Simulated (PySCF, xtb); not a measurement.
Al(F)(Cl)(Et) (C2H5AlClF), SMILES C[CH2][Al]([F])[Cl].

xtb with GFN2-xTB at its own geometry gives an orbital gap of 4.08 eV and a dipole moment of 2.47 D.

The structure is a stationary point at B3LYP-D3(BJ)/def2-SVP. The structure was generated by enumeration; whether it is a known compound was not checked. Other conformers were not sampled.

### Question
What does PBE/def2-TZVP run with PySCF give? (The exact figures need the calculation; the answer reports its results.)

### Answer
gap 5.73 eV (levels -7.13 and -1.40 eV), dipole 2.30 D.
